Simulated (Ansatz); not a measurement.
F2Mg (SMILES [F][Mg][F]) moved off its minimum; all values from Ansatz (an electronic-structure program), cores frozen in correlated methods.
(charge 0, multiplicity 1)
```xyz
3

Mg     0.0043     0.0083    -0.0058
F     -0.0352    -0.0145     1.7546
F      0.0016    -0.0109    -1.7619
```

Forces at r2SCAN/def2-TZVPP (eV/Å):

```json
[
 {"atom": "Mg1", "Fx": "-0.033", "Fy": "-0.032", "Fz": "0.097"},
 {"atom": "F2", "Fx": "0.019", "Fy": "0.017", "Fz": "-0.261"},
 {"atom": "F3", "Fx": "0.014", "Fy": "0.015", "Fz": "0.164"}
]
```

### Question
Give the forces (eV/Å), the total energy and the dipole at CCSD(T)/def2-TZVPPD.

### Answer

```
atom      Fx      Fy      Fz
----  ------  ------  ------
Mg1   -0.030  -0.029   0.100
F2     0.016   0.015  -0.054
F3     0.014   0.014  -0.046
```
Energy -399.2762 hartree, dipole 0.21 D.
